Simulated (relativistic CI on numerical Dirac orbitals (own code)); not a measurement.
## What each ingredient does to the levels of In41+

Base calculation: Dirac-Coulomb-Breit CI, separate exchange-only KLI orbitals for each configuration, QED by a radiative potential, unscaled Slater integrals.

Configurations in the expansion (outside the closed core 1s2): 2s2 2p4, 2s 2p5, 2p6, 2p5 3s, 2p5 3p, 2p5 3d, 2s2 2p3 3s, 2s2 2p3 3p, 2s2 2p3 3d, 2s 2p4 3s, 2s 2p4 3p, 2s 2p4 3d, 2s2 2p3 4s, 2s2 2p3 4p, 2s2 2p3 4d, 2s2 2p3 4f. Levels of other configurations are missing.

Variants: (1) P86 correlation estimate; (2) QED terms removed. Shifts of the energy above 2s2 2p4 3P_2, in eV, for the lowest level and the first level of each name with at least 55 % of one term (blank where a level changes its place among those of its configuration and J or its character, or is not in the variant):

```tsv
Level	Base	Δ(1)	Δ(2)
2s2 2p4 3P_2	0.00	0.00	0.00
2s2 2p4 1S_0	32.84	0.00	+0.02
2s2 2p4 3P_1	215.53	0.00	-0.41
2s2 2p4 1D_2	231.39	0.00	-0.40
2s 2p5 3P°_2	445.28	+0.29	+3.89
2s2 2p4 3P_0	458.91	0.00	-0.75
2s 2p5 3P°_0	667.92	+0.29	+3.48
2p6 1S_0	968.54	+0.48	+7.69
2s2 2p3 3p 3P_0	3765.64	+1.60	+0.22
2s2 2p3 3d 3P°_0	3815.33	+1.22	+0.36
2s2 2p3 3s 3D°_3	3826.77	+1.43	-1.15
2s2 2p3 3s 3P°_0	3854.54	+1.44	-1.23
2s2 2p3 3p 3D_1	3919.22	+1.60	-0.05
2s2 2p3 3p 3F_4	3956.68	+1.60	-0.19
```

At this charge energies of transitions that change n are usually good to better than 1 %, and those within a shell (Δn = 0) to a few per cent.

Ionisation energy from the two ground configurations alone: base 6550.8 eV; P86 correlation estimate 6552.7 eV. The NIST ASD value (semi-empirical) is 6554 eV.

LS names give the leading component of a level, which can be under half, so a name can repeat, a term be missing and a line seem to break the LS rules.
